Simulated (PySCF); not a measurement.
A calculated (PBE, PySCF 2.14, x2c-TZVPPall with one added diffuse shell each of s, p, d, f type, the spin-free X2C one-electron Hamiltonian (Gaussian nucleus)) atom or ion has these occupied shells.

```tsv
shell	electrons	orbital energy (eV)	rms radius, mean of both spins (bohr)
1s α	1	-25287.7	0.0357
1s β	1	-25287.7	0.0357
2s β	1	-3724.3	0.146
2s α	1	-3724.3	0.146
2p β	3	-3342.5	0.130
2p α	3	-3342.5	0.130
3s α	1	-682.80	0.394
3s β	1	-682.79	0.394
3p α	3	-557.23	0.396
3p β	3	-557.22	0.396
3d α	5	-358.33	0.377
3d β	5	-358.32	0.377
4s β	1	-94.855	0.972
4s α	1	-94.847	0.972
4p α	3	-58.513	1.07
4p β	3	-58.502	1.07
4d α	5	-7.515	1.58
4d β	5	-7.310	1.58
5s α	1	-4.731	3.40
```

Q: Name the element and its charge.

A: Ag (silver, neutral), in [Kr] 4d10 5s1, 2S determinant.
